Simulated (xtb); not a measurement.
xtb input (GFN2-xTB):

```bash
xtb mol.xyz --gfn 2 --ohess tight --chrg 1 --uhf 0
```
mol.xyz:
```
7

F     -1.01477033    -0.78122882     1.19853085
Si    -0.49406464    -0.07276137    -0.11872558
F     -1.10614036     1.29326624    -0.40910975
F     -0.44016984    -0.99409977    -1.33152722
S      1.63376111     0.37029675     0.44457216
H      2.06345134     0.66199359    -0.88725382
H      2.11071273    -0.90791475     0.32411640
```

Output:

```
           -------------------------------------------------
          |                Calculation Setup                |
           -------------------------------------------------

           -------------------------------------------------
          |                 G F N 2 - x T B                 |
           -------------------------------------------------

        Reference                      10.1021/acs.jctc.8b01176
      * Hamiltonian:
        H0-scaling (s, p, d)           1.850000    2.230000    2.230000
        zeta-weighting                 0.500000
      * Dispersion:
        s8                             2.700000
        a1                             0.520000
        a2                             5.000000
        s9                             5.000000
      * Repulsion:
        kExp                           1.500000    1.000000
        rExp                           1.000000
      * Coulomb:
        alpha                          2.000000
        third order                    shell-resolved
        anisotropic                    true
        a3                             3.000000
        a5                             4.000000
        cn-shift                       1.200000
        cn-exp                         4.000000
        max-rad                        5.000000

          ...................................................
          :                      SETUP                      :
          :.................................................:
          :  # basis functions                  34          :
          :  # atomic orbitals                  32          :
          :  # shells                           14          :
          :  # electrons                        32          :
          :  max. iterations                   250          :
          :  Hamiltonian                  GFN2-xTB          :
          :  restarted?                      false          :
          :  GBSA solvation                  false          :
          :  PC potential                    false          :
          :  electronic temp.          300.0000000     K    :
          :  accuracy                    1.0000000          :
          :  -> integral cutoff          0.2500000E+02      :
          :  -> integral neglect         0.1000000E-07      :
          :  -> SCF convergence          0.1000000E-05 Eh   :
          :  -> wf. convergence          0.1000000E-03 e    :
          :  Broyden damping             0.4000000          :
          :  net charge                          1          :
          :  unpaired electrons                  0          :
          ...................................................

 iter      E             dE          RMSdq      gap      omega  full diag
   1    -19.8951695 -0.198952E+02  0.830E+00    6.26       0.0  T
   2    -19.9497078 -0.545384E-01  0.520E+00    6.29       1.0  T
   3    -19.9485908  0.111703E-02  0.263E+00    6.20       1.0  T
   4    -19.9561570 -0.756621E-02  0.126E+00    6.25       1.0  T
   5    -19.9541461  0.201092E-02  0.968E-01    6.21       1.0  T
   6    -19.9583778 -0.423168E-02  0.307E-01    6.23       1.0  T
[...]

 * 5 selected distances

     #   Z          #   Z                                           value/Å
     1   9 F        2  14 Si                                      1.5533878
     2  14 Si       3   9 F                                       1.5534160
     2  14 Si       4   9 F                                       1.5598951 (max)
     5  16 S        6   1 H                                       1.3476494 (min)
     5  16 S        7   1 H                                       1.3477570

 * 2 distinct bonds (by element types)

   Z      Z             #   av. dist./Å        max./Å        min./Å
   9 F   14 Si          3     1.5555663     1.5598951     1.5533878
Molecule has the following symmetry elements: (sigma)
It seems to be the Cs point group
   1 H   16 S           2     1.3477032     1.3477570     1.3476494

           -------------------------------------------------
          |               Frequency Printout                |
           -------------------------------------------------
 projected vibrational frequencies (cm⁻¹)
eigval :       -0.00    -0.00    -0.00     0.00     0.00     0.00
eigval :       35.14   128.60   131.18   199.80   201.58   240.20
eigval :      375.93   630.56   643.86   844.10  1063.99  1073.62
eigval :     1088.01  2306.69  2309.59
 reduced masses (amu)
   1: 25.58   2: 20.72   3: 23.41   4: 20.55   5: 24.12   6: 26.23   7:  2.24   8: 21.28
   9: 21.07  10: 20.69  11: 20.91  12: 24.22  13: 27.21  14:  2.11  15:  4.25  16: 20.19
  17: 23.00  18:  2.39  19: 23.46  20:  1.83  21:  2.01
 IR intensities (km·mol⁻¹)
   1: 11.67   2:  0.44   3:  3.09   4:  0.75   5:  8.48   6: 13.14   7: 41.08   8:  0.43
   9:  1.17  10: 42.81  11: 37.71  12:101.44  13:135.13  14:  1.50  15: 47.92  16:132.00
  17:236.35  18:  4.34  19:235.49  20: 13.53  21: 14.75
 Raman intensities (Ä⁴*amu⁻¹)
   1:  0.00   2:  0.00   3:  0.00   4:  0.00   5:  0.00   6:  0.00   7:  0.00   8:  0.00
   9:  0.00  10:  0.00  11:  0.00  12:  0.00  13:  0.00  14:  0.00  15:  0.00  16:  0.00
  17:  0.00  18:  0.00  19:  0.00  20:  0.00  21:  0.00
 output can be read by thermo (or use thermo option).
 writing <g98.out> molden fake output.
 recommended (thermochemical) frequency scaling factor: 1.0
           -------------------------------------------------
          |             Thermodynamic Functions             |
           -------------------------------------------------

cs  symmetry found (for desy threshold:  0.10E+00) used in thermo

          ...................................................
          :                      SETUP                      :
          :.................................................:
          :  # frequencies                          15      :
          :  # imaginary freq.                       0      :
          :  linear?                             false      :
          :  only rotor calc.                    false      :
          :  symmetry                               cs      :
          :  rotational number                       1      :
          :  scaling factor                  1.0000000      :
          :  rotor cutoff                   50.0000000 cm⁻¹ :
          :  imag. cutoff                  -20.0000000 cm⁻¹ :
          :.................................................:

    mode    ω/cm⁻¹     T·S(HO)/kcal·mol⁻¹    T·S(FR)/kcal·mol⁻¹   T·S(vib)
   ------------------------------------------------------------------------
       1     35.14    -1.64457 ( 19.61%)    -1.16032 ( 80.39%)    -1.25527
       2    128.60    -0.88456 ( 97.77%)    -0.77649 (  2.23%)    -0.88215
       3    131.18    -0.87317 ( 97.93%)    -0.77061 (  2.07%)    -0.87105
       4    199.80    -0.63654 ( 99.61%)    -0.64605 (  0.39%)    -0.63658
       5    201.58    -0.63167 ( 99.62%)    -0.64342 (  0.38%)    -0.63172
       6    240.20    -0.53708 ( 99.81%)    -0.59150 (  0.19%)    -0.53718
   ------------------------------------------------------------------------

   temp. (K)  partition function   enthalpy   heat capacity  entropy
                                   cal/mol     cal/K/mol   cal/K/mol   J/K/mol
 298.15  VIB   152.                 2891.823     15.367     18.364
         ROT  0.200E+06              888.752      2.981     27.238
         INT  0.304E+08             3780.575     18.348     45.603
         TR   0.126E+28             1481.254      4.968     40.222
         TOT                        5261.8288    23.3158    85.8250   359.0916

       T/K    H(0)-H(T)+PV         H(T)/Eh          T*S/Eh         G(T)/Eh
   ------------------------------------------------------------------------
    298.15    0.838526E-02    0.340667E-01    0.407782E-01   -0.671151E-02
   ------------------------------------------------------------------------

         :::::::::::::::::::::::::::::::::::::::::::::::::::::
Note: The following floating-point exceptions are signalling: IEEE_DENORMAL
normal termination of xtb
         ::                  THERMODYNAMIC                  ::
         :::::::::::::::::::::::::::::::::::::::::::::::::::::
         :: total free energy         -19.892064700583 Eh   ::
         ::.................................................::
         :: total energy              -19.885353188808 Eh   ::
         :: zero point energy           0.025681438165 Eh   ::
         :: G(RRHO) w/o ZPVE           -0.032392949940 Eh   ::
         :: G(RRHO) contrib.           -0.006711511775 Eh   ::
         :::::::::::::::::::::::::::::::::::::::::::::::::::::

optimized geometry written to: xtbopt.xyz

           -------------------------------------------------
          | TOTAL ENERGY              -19.885353188808 Eh   |
          | TOTAL ENTHALPY            -19.851286492729 Eh   |
          | TOTAL FREE ENERGY         -19.892064700583 Eh   |
          | GRADIENT NORM               0.000238331814 Eh/α |
          | HOMO-LUMO GAP               6.589408405398 eV   |
           -------------------------------------------------

------------------------------------------------------------------------
------------------------------------------------------------------------
 total:
 SCF:
 ANC optimizer:
 analytical hessian:
```

It need not be the lowest isomer of its formula.
